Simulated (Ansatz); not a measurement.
Consider the formal exchange of groups at a Ge–F bond: `C[O][Ge]([F])([F])[O]C` + `C=CC` → `C=C[CH2][Ge]([F])([O]C)[O]C` + H–F.

Program: Ansatz. Geometries: PBE0-D4/def2-TZVP. ΔE: electronic, gas phase. CCSD(T)/CBS adds triple-zeta CCSD(T) − MP2 to the extrapolated MP2 energy (def2 sets, frozen cores). This one scheme is used for every species. DFT in def2-TZVPP. B3LYP here is the variant with VWN-RPA as its local correlation; programs differ in this. HSE06 is defined as in plane-wave codes. For Ge outer-core shells are correlated without core-valence functions, which leaves a few kJ/mol of doubt a bond. Scalar relativity is left out up to krypton. One conformer a species, not always the lowest.

`C[O][Ge]([F])([F])[O]C`:

```xyz
13

C     1.631    0.457   -1.343
O     0.482    1.129   -0.846
Ge   -0.019    0.882    0.800
F     1.238    1.275    1.889
F    -1.307    1.976    1.057
O    -0.491   -0.742    1.197
C    -1.612   -1.330    0.551
H     2.541    0.795   -0.839
H     1.707    0.696   -2.404
H     1.547   -0.630   -1.234
H    -1.671   -2.364    0.892
H    -1.504   -1.326   -0.538
H    -2.541   -0.818    0.819
```

`C=CC`:

Z-matrix (Å, degrees):
```
C
C 1 1.490
H 1 1.095 2 111.0
H 1 1.095 2 111.0 3 118.3
H 1 1.092 2 111.5 3 -120.8
C 2 1.325 1 125.1 3 120.8
H 2 1.088 1 116.2 3 -59.2
H 6 1.084 2 121.6 1 -180.0
H 6 1.086 2 121.4 1 0.0
```

`C=C[CH2][Ge]([F])([O]C)[O]C`:

```xyz
20

C     0.401   -2.868   -1.025
C     0.783   -2.102   -0.013
C     1.525   -0.819   -0.154
Ge    0.422    0.703    0.324
F     1.323    2.160    0.004
O     0.021    0.645    2.024
C    -0.874    1.585    2.590
O    -1.095    0.891   -0.544
C    -1.097    1.096   -1.941
H    -0.152   -3.785   -0.860
H     0.629   -2.608   -2.054
H     0.531   -2.398    1.003
H     2.391   -0.773    0.512
H     1.877   -0.662   -1.176
H    -1.048    1.288    3.626
H    -0.450    2.594    2.583
H    -1.832    1.599    2.062
H    -0.505    1.971   -2.227
H    -2.131    1.263   -2.250
H    -0.719    0.220   -2.481
```

H–F:

Z-matrix (Å, degrees):
```
F
H 1 0.920
```

| level | ΔE (kJ/mol) | difference from CCSD(T)/CBS |
| --- | --- | --- |
| LDA (SPW92) | 48.9 | -1.9 |
| PBE-D4 | 52.5 | 1.7 |
| revPBE-D4 | 50.6 | -0.2 |
| r2SCAN-D4 | 66.0 | 15.2 |
| B97M-V | 73.9 | 23.1 |
| PBE0-D4 | 53.7 | 2.9 |
| B3LYP-D4 | 59.9 | 9.1 |
| r2SCANh-D4 | 64.8 | 14.0 |
| r2SCAN0-D4 | 63.4 | 12.6 |
| HSE06-D4 | 54.0 | 3.2 |
| BHLYP-D4 | 65.1 | 14.3 |
| CAM-B3LYP-D4 | 65.1 | 14.3 |
| ωB97M-V | 60.9 | 10.1 |
| B2PLYP | 69.0 | 18.2 |
| PBE-QIDH | 60.0 | 9.2 |
| PBE | 61.8 | 11.0 |
| BLYP | 75.7 | 24.9 |
| r2SCAN | 69.5 | 18.7 |
| PBE0 | 62.3 | 11.5 |
| B3LYP | 74.1 | 23.3 |
| r2SCANh | 68.6 | 17.8 |
| r2SCAN0 | 67.5 | 16.7 |
| HSE06 | 62.3 | 11.5 |
| BHLYP | 77.6 | 26.8 |
| CAM-B3LYP | 74.3 | 23.5 |
| LC-ωPBE | 66.4 | 15.6 |
| RPA@PBE/def2-TZVPP | 57.8 | 7.0 |
| HF/def2-SVP | 87.0 | 36.2 |
| MP2/def2-SVP | 71.4 | 20.6 |
| CCSD/def2-SVP | 75.3 | 24.5 |
| CCSD(T)/def2-SVP | 72.9 | 22.1 |
| MP2/def2-TZVPP | 52.9 | 2.1 |
| SCS-MP2/def2-TZVPP | 62.8 | 12.0 |
| CCSD/def2-TZVPP | 61.6 | 10.8 |
| CCSD(T)/def2-TZVPP | 57.6 | 6.8 |
| HF/def2-QZVPP | 96.3 | 45.5 |
| SCS-MP2/def2-QZVPP | 60.7 | 9.9 |
| HF/CBS(def2) | 96.7 | 45.9 |
| MP2/CBS(def2) | 46.1 | -4.7 |
| CCSD/CBS(def2) | 54.8 | 4.0 |
| CCSD(T)/CBS | 50.8 | 0 |

Largest T1 diagnostic among the species: 0.012.

The D4 term adds −14.1 kJ/mol with B3LYP and −8.7 kJ/mol with PBE0; it sums over pairs of atoms, weighted by their polarisabilities, and B3LYP, whose exchange is more repulsive, gets the larger term. Leaving LDA and LC-ωPBE aside and taking each functional with its dispersion term where it has one, the values spread over 23.3 kJ/mol, from revPBE-D4 to B97M-V. LDA lies −12.9 kJ/mol from PBE without D4. At CCSD(T), def2-SVP lies +22.1 kJ/mol from the extrapolated value and def2-TZVPP +6.8 kJ/mol.
